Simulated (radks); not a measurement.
The numbers below are computed, except where a source is named.
Task: These are the eigenvalues of the occupied orbitals of an atom or ion with whole-number occupations (eV). Code: a radial shooting solver on a logarithmic mesh with Libxc functionals. Model: Dirac Kohn-Sham, PBEsol, spin-unpolarised, spherical densities, point nucleus.

orbital  eigenvalue
1s1/2     -38714.65
2s1/2     -6171.521
2p1/2     -5821.646
2p3/2     -5408.802
3s1/2     -1329.850
3p1/2     -1182.333
3p3/2     -1101.886
3d3/2     -843.3290
3d5/2     -826.1116
4s1/2     -278.5318
4p1/2     -224.2641
4p3/2     -207.1012
4d3/2     -118.1239
4d5/2     -115.1449
5s1/2      -51.5021
5p1/2      -36.6890
5p3/2      -34.1290
5d3/2      -14.8011
5d5/2      -14.5542

Which element is it, and in what charge state? The configuration may be excited. Open shells, if any, are shared by 2j + 1.

Result: Z = 57, lanthanum, charge +2: La2+ in [Xe] 5d1. The list shows which subshells hold electrons but not how many an open one holds; the 1s level, -1422.7 hartree, gives Z - s = 53.3 by -(Z - s)^2/2, which with screening and relativity narrows Z to a few neighbours, and the depths of the outer levels then fix element, charge and occupations together.
